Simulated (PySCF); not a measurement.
A GIAO shielding run with PySCF 2.14 (density fitting, non-relativistic, gas phase) on `InChI=1S/C5H12ClFSi2/c1-4(2)3-8-5(7)9-6/h3,5H,8-9H2,1-2H3/t5-/m1/s1`:

```
$ OMP_NUM_THREADS=1 python probes_run.py task.json out

{"job": {"kind": "nmr", "xc": "PBE0", "basis": "pcSseg-1"}, "charge": 0, "multiplicity": 1}
C     -3.089806    -1.195872     0.423733
C     -1.992689    -0.244708     0.049168
C     -2.470108     1.044683    -0.539508
C     -0.706201    -0.536636     0.236084
Si     0.765909     0.535747    -0.197444
C      2.289365    -0.310875     0.622276
F      2.254561    -1.678641     0.305090
Si     4.031748     0.338758     0.179705
Cl     4.246722     0.417024    -1.813968
H     -3.743878    -0.742971     1.168894
H     -2.690003    -2.122439     0.826765
H     -3.700114    -1.428225    -0.448663
H     -1.640132     1.686817    -0.816319
H     -3.074702     0.848844    -1.424726
H     -3.100145     1.572021     0.177009
H     -0.475743    -1.504943     0.667433
H      0.730689     1.887388     0.383430
H      0.988099     0.623634    -1.643770
H      2.169826    -0.280740     1.711144
H      5.032156    -0.578286     0.716920
H      4.165527     1.686364     0.725680
```

Hardware: 1 thread of an Arm Neoverse V2, shared host. The job also computes population analyses, field gradients.

**Question.** How large is the calculation?

**Answer.** 96 electrons, 234 basis functions and 1283 auxiliary functions.

**Question.** How long does it take, and how much memory does it need?

**Answer.** 63 s of wall time, with 13 SCF cycles and 5 response iterations; peak memory 1.1 GiB. Times on a shared host scatter by some tens of per cent.
